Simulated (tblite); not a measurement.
C5H11PSi.
Numbering: `[CH2:1]=[CH:2][CH2:3][P:4]1[CH2:5][C@@H:6]1[SiH3:7]` (hydrogens: H8, H9 on C1; H10 on C2; H11, H12 on C3; H13, H14 on C5; H15 on C6; H16, H17, H18 on Si7)

Cartesian coordinates in Å at the GFN2-xTB level; atoms count from 1:
```xyz
18
C5H11PSi angstrom
C      2.6295    0.5447   -0.4850
C      2.1127   -0.6519   -0.2668
C      1.2714   -0.9984    0.9097
P     -0.4969   -1.3688    0.3500
C     -1.4085   -0.0741    1.2861
C     -1.0217    0.3530   -0.1034
Si    -2.3546    0.5726   -1.4183
H      3.2143    0.7614   -1.3627
H      2.5025    1.3566    0.2139
H      2.2585   -1.4482   -0.9857
H      1.2703   -0.1921    1.6464
H      1.6401   -1.9142    1.3823
H     -2.4566   -0.2794    1.4657
H     -0.9155    0.3904    2.1311
H     -0.1879    1.0472   -0.1586
H     -1.7182    0.5854   -2.7352
H     -3.0338    1.8496   -1.1728
H     -3.3144   -0.5272   -1.3149
```

Level: GFN2-xTB in tblite, geometry and Hessian alike; calculated harmonic values, unscaled, isolated species. Against measured fundamentals such values can be off by several per cent, at times by over 20. Modes of hydrogen on silicon can be 10 to 20 % off. One conformer, not necessarily the lowest.

Harmonic wavenumbers (cm⁻¹): 37.2, 68.6, 82.1, 116.2, 144.6, 233.2, 262.9, 326.6, 403.7, 507.6, 542.7, 584.0, 658.0, 686.7, 723.0, 764.3, 776.2, 782.1, 788.4, 819.4, 840.6, 888.5, 909.3, 953.2, 998.2, 1015.4, 1017.7, 1057.1, 1142.5, 1167.9, 1189.4, 1238.1, 1288.5, 1409.7, 1423.8, 1436.2, 1705.6, 2233.8, 2264.2, 2272.1, 2934.5, 2954.8, 2992.8, 3030.7, 3045.2, 3052.4, 3089.9, 3122.2.

A = 2704, B = 1079, C = 892.3 MHz; mass 130.037 u (most abundant isotopes); point group C1, symmetry number 1.

Question: What is the zero-point energy?

Answer: Half the sum of the wavenumbers: 29991 cm⁻¹ = 358.77 kJ/mol.

Question: Give the ideal-gas entropy at 350 K and 1 bar in the rigid-rotor, harmonic-oscillator model (classical rotation).

Answer: Translation 172.90, rotation 124.19, vibration 147.67: S = 444.8 J/(mol K).

Question: And Cp and H(350 K) − H(0)?

Answer: Cp = 183.35 J/(mol K), of which vibrations give 150.09 (their classical limit is 48 R = 399.1); H(350 K) − H(0) = 37.94 kJ/mol without the zero-point energy, 26.30 from vibrations.

Question: Blend soft modes into free rotors: weight 1/[1 + (100 cm⁻¹/ν̃)⁴] for the oscillator and the rest for a rotor with moment μB/(μ + B), μ = h/(8π²ν), B = 10⁻⁴⁴ kg m². What vibrational entropy results?

Answer: 132.87 J/(mol K) in place of 147.67, which changes −T·S at 350 K by +5.18 kJ/mol.

Question: How do the functions run with temperature in this model?

Answer: 
```tsv
T (K)	S (J/(mol K))	Cp (J/(mol K))	H − H(0) (kJ/mol)	G − H(0) (kJ/mol)	ln q(vib)
100	296.7	78.7	5.68	-23.98	2.13
200	362.3	116.8	15.37	-57.09	4.84
300	418.2	161.9	29.30	-96.15	7.43
500	519.5	236.1	69.62	-190.15	12.58
800	646.5	302.9	151.42	-365.75	19.95
1000	717.3	331.6	215.02	-502.28	24.48
```

q(vib) and H(0) count from the zero-point level.

Question: Which modes carry the vibrational entropy at 350 K?

Answer: 37.2 cm⁻¹: 23.94; 68.6 cm⁻¹: 18.87; 82.1 cm⁻¹: 17.38; 116.2 cm⁻¹: 14.54; 144.6 cm⁻¹: 12.76; 233.2 cm⁻¹: 8.98 J/(mol K); the other 42 give 51.21 together.

Question: What must be added to the electronic energy to get the Gibbs energy at 350 K and 1 bar?

Answer: ZPE + [H(350 K) − H(0)] − T·S = 358.77 + 37.94 − 155.67 = 241.04 kJ/mol.

Hindered rotation and anharmonicity are outside this model. Other conformers, if any are populated, would add a mixing term that is left out. The structure is chiral; the term R ln 2 for an equal mix with its mirror image is left out.

On one thread, Arm Neoverse N1 (aarch64), shared host, this took 1.1 s of wall time. This covers the Hessian and the dipole derivatives.
